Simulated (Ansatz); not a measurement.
The same path of CH4BF + H3P (11 atoms, charge 0, multiplicity 1) was run twice with different band settings. Lost on the way: B1–F2, P8–H11. Made: B1–P8, F2–H11.

Computed with Ansatz, RKS PBE-D4/def2-SVP.

Relaxed end points:

```xyz
11
Properties=species:S:1:pos:R:3
B -0.125 0.390 0.140
F -0.289 0.583 1.456
H 1.019 0.513 -0.277
C -1.359 0.114 -0.778
H -2.271 -0.193 -0.229
H -1.590 1.066 -1.311
H -1.130 -0.622 -1.576
P 0.487 -3.160 0.849
H -0.677 -2.932 0.029
H 1.278 -2.216 0.099
H 0.088 -2.158 1.804
```

```xyz
11
Properties=species:S:1:pos:R:3
B 0.033 -0.498 -0.226
F -0.312 0.210 2.079
H 1.040 0.174 -0.337
C -1.346 -0.033 -0.799
H -2.224 -0.623 -0.470
H -1.539 1.045 -0.629
H -1.267 -0.158 -1.906
P 0.280 -2.237 0.545
H -0.625 -3.079 -0.175
H 1.522 -2.691 0.003
H -0.131 -0.726 2.123
```

Common settings: spring 5.0 eV/Å²; optimiser quadratic models (default); start path through a guess of the saddle point; force threshold 0.03 eV/Å; iteration limit 60; end points relaxed.

| run | movable images | climbing image |
| --- | --- | --- |
| 1 | 5 | yes |
| 2 | 6 | no |

Question: What does each run give, and how far can it be trusted?

Answer: Run 1: converged after 13 iterations, highest image 1.646 eV above the first end. A vibrational analysis at the climbing image gives one clearly imaginary mode, 765i cm⁻¹: a first-order saddle point.
Run 2: converged after 13 iterations, highest image 1.459 eV above the first end. No image climbed, so the highest image needn't sit at the top of the path.
The orbitals stay closed-shell, which can raise the energy where a bond breaks towards radicals; this wasn't checked here.
